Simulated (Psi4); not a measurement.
C5H4N (SMILES [c-]1ccncc1), charge -1, singlet, geometry from GFN2-xTB (a gas-phase anion, which may not be bound at this level); CCSD(T)/STO-3G (Psi4 1.11).

Here is a job for Psi4.
```
memory 2 GB

molecule mol {
-1 1
  N    -0.002571    0.000163    1.383954
  C     0.002860   -0.000181   -1.539953
  C     0.014409    1.124398    0.663539
  C    -0.016874   -1.124242    0.663746
  C    -0.014810   -1.159869   -0.712972
  C     0.017459    1.159701   -0.713185
  H     0.026070    2.042966    1.265087
  H    -0.030770   -2.042668    1.265462
  H    -0.027651   -2.146913   -1.192443
  H     0.032081    2.146632   -1.192837
}

set basis sto-3g
set reference rhf

energy('ccsd(t)')
print_variables()
```

Q: What does Psi4 print? Leave out banner, timings and long lists.

A: 
```
   => Loading Basis Set <=

    Name: STO-3G
    Role: ORBITAL
    Keyword: BASIS

         ---------------------------------------------------------
                                   SCF
               by Justin Turney, Rob Parrish, Andy Simmonett
                          and Daniel G. A. Smith
                              RHF Reference
         ---------------------------------------------------------

  ==> Geometry <==

    Molecular point group: c1
    Full point group: C1

    Geometry (in Angstrom), charge = -1, multiplicity = 1:

       Center              X                  Y                   Z               Mass
    ------------   -----------------  -----------------  -----------------  -----------------
         N           -0.002574254770     0.000163209727     1.385746594433    14.003074004430
         C            0.002856745230    -0.000180790273    -1.538160405567    12.000000000000
         C            0.014405745230     1.124398209727     0.665331594433    12.000000000000
         C           -0.016877254770    -1.124241790273     0.665538594433    12.000000000000
         C           -0.014813254770    -1.159868790273    -0.711179405567    12.000000000000
         C            0.017455745230     1.159701209727    -0.711392405567    12.000000000000
         H            0.026066745230     2.042966209727     1.266879594433     1.007825032230
         H           -0.030773254770    -2.042667790273     1.267254594433     1.007825032230
         H           -0.027654254770    -2.146912790273    -1.190650405567     1.007825032230
         H            0.032077745230     2.146632209727    -1.191044405567     1.007825032230

  Running in c1 symmetry.

  Rotational constants: A =      0.20984  B =      0.20034  C =      0.10249 [cm^-1]
  Rotational constants: A =   6290.72466  B =   6006.00759  C =   3072.53499 [MHz]
  Nuclear repulsion =  196.441811745489645

  Charge       = -1
  Multiplicity = 1
  Electrons    = 42
  Nalpha       = 21
  Nbeta        = 21

  ==> Algorithm <==

  SCF Algorithm Type is PK.
  DIIS enabled.
  MOM disabled.
  Fractional occupation disabled.
  Guess Type is SAD.
  Energy threshold   = 1.00e-08
  Density threshold  = 1.00e-08
  Integral threshold = 1.00e-12

  ==> Primary Basis <==

  Basis Set: STO-3G
    Blend: STO-3G
    Number of shells: 22
    Number of basis functions: 34
    Number of Cartesian functions: 34
    Spherical Harmonics?: true
    Max angular momentum: 1

  ==> Integral Setup <==

[...]
  @RHF Final Energy:  -242.84628258165020
    Total Energy =                       -242.8462825816502004
[...]
             11   4        -0.0071425577

    Largest TIjAb Amplitudes:
     18  18   0   0        -0.1288258265
     19  19   1   1        -0.1062555432
     18  19   1   0         0.0583117025
     19  18   0   1         0.0583117025
     19  19   0   0        -0.0524670085
     15  18   0   2         0.0505348635
     18  15   2   0         0.0505348635
     15  15   1   1        -0.0489795898
     15  19   1   1        -0.0430310352
     19  15   1   1        -0.0430310352

    SCF energy       (wfn)                    = -242.846282581650200
    Reference energy (file100)                = -242.846282581650598

    Opposite-spin MP2 correlation energy      =   -0.260486248038166
    Same-spin MP2 correlation energy          =   -0.072380693412176
    Singles MP2 correlation energy            =   -0.000000000000000
    MP2 correlation energy                    =   -0.332866941450342
      * MP2 total energy                      = -243.179149523100932

    Opposite-spin CCSD correlation energy     =   -0.327397535968034
    Same-spin CCSD correlation energy         =   -0.064565783546100
    Singles CCSD correlation energy           =    0.000000000000000
    CCSD correlation energy                   =   -0.391963319514133
      * CCSD total energy                     = -243.238245901164731

            **************************
            *                        *
            *        CCTRIPLES       *
            *                        *
            **************************

    Wave function   =    CCSD_T
    Reference wfn   =      RHF

    Nuclear Rep. energy (wfn)                =  196.441811745489645
    SCF energy          (wfn)                = -242.846282581650200
    Reference energy    (file100)            = -242.846282581650598
    CCSD energy         (file100)            =   -0.391963319514133
    Total CCSD energy   (file100)            = -243.238245901164731

    Number of ijk index combinations:             1771
    Approx. words needed per explicit thread:            8788
    Number of threads for explicit ijk threading:    1

    MKL num_threads set to 1 for explicit threading.

    (T) energy                                =   -0.010861751641787
      * CCSD(T) total energy                  = -243.249107652806515

  Variable Map:
  ----------------------------------------------------------------------------
[...]
  Array Variable Map:
  ----------------------------------------------------------------------------
[...]
[...]
```
